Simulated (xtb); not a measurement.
BaO (SMILES [O]=[Ba]), singlet, from a rough starting geometry (GFN-xTB shapes and energies of metal compounds can be far from the true ones); GFN2-xTB in xtb 6.7.1.

The xtb input:
```
$ xtb mol.xyz --gfn 2 --opt vtight --json

# file mol.xyz
2

Ba     0.00448345    -0.01942330    -1.06156255
O      0.00447773     0.03884742     1.02745298
```

The log (banner, timings and long lists left out):

```
   ID    Z sym.   atoms
    1   56 Ba     1
    2    8 O      2

           -------------------------------------------------
          |                Calculation Setup                |
           -------------------------------------------------

           -------------------------------------------------
          |                 G F N 2 - x T B                 |
           -------------------------------------------------

          ...................................................
          :                      SETUP                      :
          :.................................................:
          :  # basis functions                  14          :
          :  # atomic orbitals                  13          :
          :  # shells                            5          :
          :  # electrons                         8          :
          :  max. iterations                   250          :
          :  Hamiltonian                  GFN2-xTB          :
          :  restarted?                      false          :
          :  GBSA solvation                  false          :
          :  PC potential                    false          :
          :  electronic temp.          300.0000000     K    :
          :  accuracy                    1.0000000          :
          :  -> integral cutoff          0.2500000E+02      :
          :  -> integral neglect         0.1000000E-07      :
          :  -> SCF convergence          0.1000000E-05 Eh   :
          :  -> wf. convergence          0.1000000E-03 e    :
          :  Broyden damping             0.4000000          :
          :  net charge                          0          :
          :  unpaired electrons                  0          :
          ...................................................

 iter      E             dE          RMSdq      gap      omega  full diag
   1      2.4222144  0.242221E+01  0.242E+02    2.65       0.0  T
   2     -3.4968364 -0.591905E+01  0.893E+01   29.65       1.0  T
   3     -3.6122637 -0.115427E+00  0.736E+01   14.22       1.0  T
   4     -4.1828197 -0.570556E+00  0.533E+01    0.21       1.0  T
   5     -3.8246860  0.358134E+00  0.637E+01    4.34       1.0  T
   6     -3.7885677  0.361182E-01  0.611E+01    5.23       1.0  T
   7      2.5216796  0.631025E+01  0.279E+02    2.78       1.0  T
   8     -3.6792405 -0.620092E+01  0.384E+01   10.30       1.0  T
   9     -4.1351639 -0.455923E+00  0.239E+01    0.33       1.0  T
  10     -4.1458661 -0.107022E-01  0.196E+01    0.36       1.0  T
  11     -4.1066348  0.392313E-01  0.162E+01    0.38       1.0  T
  12     -4.1019660  0.466878E-02  0.163E+01    0.37       1.0  T
  13     -4.0132708  0.886952E-01  0.144E+01    0.40       1.0  T
  14     -3.9724192  0.408516E-01  0.141E+01    0.42       1.0  T
  15     -3.9467502  0.256690E-01  0.147E+01    0.43       1.0  T
  16     -3.9318162  0.149340E-01  0.152E+01    0.44       1.0  T
  17     -4.1743694 -0.242553E+00  0.118E+01    0.48       1.0  T
  18     -4.3232728 -0.148903E+00  0.112E+01    0.59       1.0  T
  19     -4.4517350 -0.128462E+00  0.167E+01    0.78       1.0  T
  20     -4.4599024 -0.816747E-02  0.172E+01    0.85       1.0  T
  21     -4.4242939  0.356085E-01  0.785E+00    0.69       1.0  T
  22     -4.2931643  0.131130E+00  0.964E+00    0.53       1.0  T
  23     -4.3674510 -0.742867E-01  0.869E+00    0.60       1.0  T
  24     -4.3791580 -0.117070E-01  0.919E+00    0.61       1.0  T
  25     -4.3955639 -0.164060E-01  0.969E+00    0.62       1.0  T
  26     -4.4242165 -0.286526E-01  0.104E+01    0.67       1.0  T
  27     -4.4411844 -0.169679E-01  0.102E+01    0.71       1.0  T
  28     -4.4513066 -0.101222E-01  0.760E+00    0.76       1.0  T
  29     -4.4146507  0.366560E-01  0.568E+00    0.68       1.0  T
  30     -4.3957515  0.188992E-01  0.752E+00    0.66       1.0  T
  31     -4.4116161 -0.158646E-01  0.640E+00    0.70       1.0  T
  32     -4.4550545 -0.434384E-01  0.174E+00    0.82       1.0  T
[...]
         :: total energy              -4.456727028196 Eh    ::
 * total energy  :    -4.4567270 Eh     change       -0.3138343E-09 Eh
 * total energy  :    -4.4567446 Eh     change       -0.1753647E-04 Eh
 * total energy  :    -4.4567470 Eh     change       -0.2423455E-05 Eh
 * total energy  :    -4.4567476 Eh     change       -0.6148782E-06 Eh
 * total energy  :    -4.4567476 Eh     change       -0.9903722E-10 Eh
   *** GEOMETRY OPTIMIZATION CONVERGED AFTER 5 ITERATIONS ***
         :: total energy              -4.456747603411 Eh    ::
[...]
         :: gradient norm              0.000000078565 Eh/a0 ::
         :: HOMO-LUMO gap              0.876536992603 eV    ::
         ::.................................................::
         :: SCC energy                -4.460321564253 Eh    ::
         :: -> isotropic ES            0.089254334019 Eh    ::
         :: -> anisotropic ES          0.011344761822 Eh    ::
         :: -> anisotropic XC         -0.001773045432 Eh    ::
         :: -> dispersion             -0.000830681301 Eh    ::
         :: repulsion energy           0.003573960842 Eh    ::
         :: add. restraining           0.000000000000 Eh    ::
         :: total charge               0.000000000000 e     ::
         :::::::::::::::::::::::::::::::::::::::::::::::::::::

           -------------------------------------------------
          |                Property Printout                |
           -------------------------------------------------

    * Orbital Energies and Occupations

         #    Occupation            Energy/Eh            Energy/eV
      -------------------------------------------------------------
         1        2.0000           -0.5786628             -15.7462
         2        2.0000           -0.3866309             -10.5208
         3        2.0000           -0.3761476             -10.2355
         4        2.0000           -0.3761476             -10.2355 (HOMO)
         5        0.0000           -0.3439355              -9.3590 (LUMO)
         6                         -0.1942303              -5.2853
         7                         -0.1942303              -5.2853
         8                         -0.0806901              -2.1957
         9                         -0.0195678              -0.5325
        10                         -0.0195678              -0.5325
        11                          0.0501853               1.3656
        12                          0.0501853               1.3656
        13                          0.2944269               8.0118
      -------------------------------------------------------------
                  HL-Gap            0.0322121 Eh            0.8765 eV
             Fermi-level           -0.3597123 Eh           -9.7883 eV

     #   Z          covCN         q      C6AA      α(0)
     1  56 Ba       0.652     0.523  4151.788   291.963
     2   8 O        0.652    -0.523    24.402     6.617

 Mol. C6AA /au·bohr⁶  :       4576.187884
 Mol. C8AA /au·bohr⁸  :    1317005.159154
 Mol. α(0) /au        :        298.579335

Wiberg/Mayer (AO) data.
largest (>0.10) Wiberg bond orders for each atom

 ---------------------------------------------------------------------------
     #   Z sym  total        # sym  WBO       # sym  WBO       # sym  WBO
 ---------------------------------------------------------------------------
     1  56 Ba   1.826 --     2 O    1.826
     2   8 O    1.826 --     1 Ba   1.826
 ---------------------------------------------------------------------------

Topologies differ in total number of bonds
Writing topology from bond orders to xtbtopo.mol

molecular dipole:
                 x           y           z       tot (Debye)
 q only:        0.000      -0.058      -2.077
   full:        0.000      -0.079      -2.847       7.240
molecular quadrupole (traceless):
                xx          xy          yy          xz          yz          zz
 q only:       -0.066      -0.001      -0.069      -0.026      -0.054       0.135
  q+dip:       -1.140      -0.001      -1.142      -0.036       0.013       2.282
   full:       -0.069      -0.001      -0.073      -0.036      -0.076       0.142

optimized geometry written to: xtbopt.xyz

           -------------------------------------------------
          | TOTAL ENERGY               -4.456747603411 Eh   |
          | GRADIENT NORM               0.000000078565 Eh/α |
          | HOMO-LUMO GAP               0.876536992603 eV   |
           -------------------------------------------------
```
